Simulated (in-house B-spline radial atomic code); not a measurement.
Co¹²⁺. Computed with a B-spline radial atomic code. Model: all-electron spherical atom, spin shells full or empty, radial basis limit, no spin-orbit coupling, Breit or QED, empty-state partial waves extrapolated as (l+1/2)^-4, RPA, G0W0 and static COHSEX of the highest shell as one setting changes (uncorrelated shells keep exact exchange).

Given: element Co; charge 12; filled core Ne; hamiltonian one-electron scalar X2C; mean-field start r2SCAN; highest l of empty states 9; nuclear rms radius 3.7875 fm; highest mean-field shell 3p up.

Shell: 3s 1 1, 3p 3 0 (electrons up and down).

| lowest nl shells left uncorrelated | RPA correlation energy (hartree) | G0W0 level (eV) | G0W0 minus most complete (meV) | COHSEX level (eV) | linearised minus solved G0W0 (meV) |
| --- | --- | --- | --- | --- | --- |
| 0 | -1.039 | -376.78 | 0 | -380.91 | -13.5 |
| 1 | -0.89401 | -376.77 | 15 | -380.91 | -13.5 |
| 2 | ? | ? | ? | ? | ? |
| 3 | ? | ? | ? | ? | ? |
| 4 | -0.11886 | -377.6 | -816 | -380.34 | 13.2 |

What follows for lowest nl shells left uncorrelated = 3?

RPA correlation energy -0.31913 hartree; G0W0 level -376.52 eV; G0W0 minus most complete 255.8 meV; COHSEX level -380.46 eV; linearised minus solved G0W0 -13.3 meV.

What follows for lowest nl shells left uncorrelated = 2?

RPA correlation energy -0.73964 hartree; G0W0 level -376.74 eV; G0W0 minus most complete 42.5 meV; COHSEX level -380.9 eV; linearised minus solved G0W0 -13.4 meV.
